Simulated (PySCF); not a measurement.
Magnetic susceptibility: `C=CC[Si@H](O)C#CC`, C6H10OSi

Geometry:
| atom | x (Å) | y (Å) | z (Å) |
| --- | --- | --- | --- |
| C1 | -2.973 | 0.694 | 0.038 |
| C2 | -1.818 | 0.425 | -0.549 |
| C3 | -1.317 | -0.942 | -0.842 |
| Si4 | -0.008 | -1.459 | 0.464 |
| O5 | -0.630 | -1.350 | 1.965 |
| C6 | 1.441 | -0.335 | 0.220 |
| C7 | 2.373 | 0.403 | 0.022 |
| C8 | 3.494 | 1.286 | -0.209 |
| H9 | -3.285 | 1.701 | 0.257 |
| H10 | -3.666 | -0.088 | 0.305 |
| H11 | -1.142 | 1.231 | -0.805 |
| H12 | -2.142 | -1.654 | -0.829 |
| H13 | -0.867 | -0.967 | -1.833 |
| H14 | 0.363 | -2.866 | 0.375 |
| H15 | -1.178 | -0.611 | 2.219 |
| H16 | 3.999 | 1.504 | 0.731 |
| H17 | 4.201 | 0.814 | -0.890 |
| H18 | 3.148 | 2.221 | -0.650 |

Computed with GIAO B3LYP/pcSseg-1 magnetisability, rotational g tensor and spin-rotation constants, non-relativistic, gas phase in PySCF 2.14.0. Geometry: GFN2-xTB.

Task: How diamagnetic is it, and how anisotropic?

Result: Isotropic -1357 × 10⁻³⁰ J/T², or -81.7 × 10⁻⁶ cm³/mol; principal values -1412, -1374, -1284 × 10⁻³⁰ J/T², anisotropy 114 × 10⁻³⁰ J/T² (root of half the summed squared differences of the principal values). The susceptibility is in cgs units.

Task: Split it along the inertial axes a, b, c into diamagnetic and paramagnetic parts about the centre of mass, with the quadrupole moment.

Result: 
```tsv
axis	χ (10⁻⁶ cm³/mol)	diamagnetic (10⁻⁶ cm³/mol)	paramagnetic (10⁻⁶ cm³/mol)	summed x² of all electrons (Å²)	quadrupole Θ (D Å)
a	-84.0	-631.1	547.1	300.4	+10.18
b	-79.9	-1468.5	1388.5	103.0	-9.75
c	-81.2	-1711.7	1630.5	45.7	-0.43
```
Anisotropies 2χaa − χbb − χcc = -6.8 and 2χbb − χaa − χcc = +5.4 × 10⁻⁶ cm³/mol. Θ is traceless in Buckingham's convention.

Task: And the rotational g tensor?

Result: 
| axis | rotational constant (GHz) | g | nuclear part | electronic part |
| --- | --- | --- | --- | --- |
| a | 2.3653 | -0.0205 | 0.5874 | -0.6080 |
| b | 0.9081 | -0.0046 | 0.5877 | -0.5924 |
| c | 0.7641 | -0.0054 | 0.5799 | -0.5853 |

Asymmetric top; isotopes 12C, 1H, 16O, 28Si; no vibrational averaging.
